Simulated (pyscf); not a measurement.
# H₃Si–Te–Bi(Cl)–Cl (SMILES [SiH3][Te][Bi]([Cl])[Cl]), singlet

Gas-phase minimum from PySCF at ωB97X-D3(BJ)/def2-SVP, one conformer. 

```
Si
H 1 1.4822
H 1 1.4836 2 112.28
H 1 1.4894 2 110.84 3 -122.85
Te 1 2.4911 2 108.95 4 -114.28
Bi 5 2.7612 1 92.26 2 -37.33
Cl 6 2.4543 5 98.05 1 60.76
Cl 6 2.4579 7 95.51 2 49.99
```
Charge 0, spin multiplicity 1.

Properties at ωB97X-D3(BJ)/def2-SVP:

```
Quantity                                                                                                                                                                                                       Value
---------------------------------------------------------------------------------------------------------------------  ---------------------------------------------------------------------------------------------
Harmonic wavenumbers, unscaled                                                                                         53, 85, 99, 116, 117, 186, 193, 343, 352, 361, 573, 584, 894, 942, 962, 2266, 2294, 2313 cm⁻¹
Zero-point energy                                                                                                                                                                                      18.2 kcal/mol
Rotational symmetry number                                                                                                                                                                                         1
Entropy of this conformer at 298 K and 1 atm, rigid rotor and harmonic oscillator, modes under 100 cm⁻¹ raised to 100                                                                                426.2 J/(mol K)
Dipole moment                                                                                                                                                                                                 2.97 D
```

Single-point totals, which compare only within one level:

| level | total energy (hartree) |
|---|---|
| ωB97X-D3(BJ)/def2-TZVP | -1694.74969 |
| PBE/def2-TZVP | -1694.02883 |
| r²SCAN/def2-TZVP | -1694.65580 |
| B3LYP-D3(BJ)/def2-TZVP | -1694.77387 |
| PBE0-D3(BJ)/def2-TZVP | -1694.13495 |
| M06-2X/def2-TZVP | -1694.25984 |
| ωB97M-D3(BJ)/def2-TZVP | -1694.75235 |

Soft torsions are taken as harmonic, which can shift the entropy by several J/(mol K). Elements past Kr carry the def2 core potentials, without spin-orbit coupling.
